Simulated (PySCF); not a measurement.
# Fractional electron number in Tm (thulium, neutral)

The 6s beta orbital of [Xe] 4f13 6s2 is emptied in steps (occupation f), with all orbitals relaxed, ending at [Xe] 4f13 6s1. Computed with PySCF 2.14 in def2-TZVP with the def2 core potential (28 electrons) (10s8p5d4f1g, 96 functions), with scalar relativity through the core potential. The exact energy is a straight line in f; departures are measured from the line between the end points of the same method.

```csv
f,UHF (eV)
1,0.000
0.9,0.017
0.7,0.036
0.5,0.040
0.3,0.032
0.1,0.013
0,0.000
```

Q: For UHF, how does the orbital energy at f = 1 compare with the removal energy?

A: −ε = 5.226 eV against a total-energy difference of 5.032 eV. By Janak's theorem ε = ∂E/∂f, so the gap between them reflects the curvature. Along the path −ε is 5.175 (f = 0.9), 5.088 (f = 0.7), 5.019 (f = 0.5), 4.962 (f = 0.3), 4.915 (f = 0.1) eV.

Reference removal energy between the ground levels: 6.184 eV (measured; NIST Atomic Spectra Database, ionization energies). The calculation has no spin-orbit coupling. UHF lacks correlation.
